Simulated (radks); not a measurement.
Valence configurations of the neon ion Ne+ (all share [He]). Method: non-relativistic Kohn-Sham, PBE, spin-polarised, spherical densities, point nucleus; open shells are filled with parallel spins first; computed with a radial shooting solver on a logarithmic mesh with Libxc functionals. Energies are relative to 2s2 2p5; eigenvalues in eV for spin up.

valence      E (eV)  moment (Bohr magnetons)    e(2p)    e(2s)
2s2 2p5       0.000                        1  -33.218  -56.428
2s1.5 2p5.5  11.605                        1  -33.298  -56.613
2s1 2p6      23.187                        1  -33.379  -56.799

NIST lists [He] 2s2 2p5 as the ground configuration; this level of theory agrees among the configurations tried. The energies are those of spherical high-spin densities, not of single terms.
